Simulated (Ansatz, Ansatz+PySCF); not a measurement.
```xyz
3

H     0.0000    0.0000   -2.0087
Be    0.0000    0.0000    0.0000
H     0.0000    0.0000    2.0087
```

Basis set: cc-pVDZ (spherical functions). All electrons are correlated. Charge 0, multiplicity 1.

Computed with Ansatz (development build ahead of 0.2.0); each method stands on the lowest determinant of its kind that the runs found. Restricted open shells among the atoms or ions are ROHF, correlated in semicanonical orbitals with singles. Restricted functionals stand beside restricted open-shell atoms, which can lie above the unrestricted atoms usual in DFT and then raise those values.

(1) Give the atomization energy at this shape (free ground-state atoms in the same class of orbitals less the molecule, no zero-point energy) of singlet BeH2 by ωB97X (unrestricted), r²SCAN (restricted), PBE0 (unrestricted), PBE (restricted), RHF-CCSD(T), RHF-MP2, UHF-MP2, UHF.

Answers

(1)

```tsv
method	atomization energy
ωB97X (unrestricted)	3.37 eV
r²SCAN (restricted)	3.49 eV
PBE0 (unrestricted)	3.27 eV
PBE (restricted)	3.44 eV
RHF-CCSD(T)	2.94 eV
RHF-MP2	2.76 eV
UHF-MP2	2.70 eV
UHF	1.97 eV
```

Caution for RHF-CCSD(T), RHF-MP2, UHF-MP2: bonds are stretched, where a single reference can fail. Caution for UHF-MP2: another reference gives a lower total. Caution for UHF-MP2, UHF: the determinant breaks the point group; the unrestricted determinant is spin contaminated. Caution for UHF: a free atom is spin contaminated.
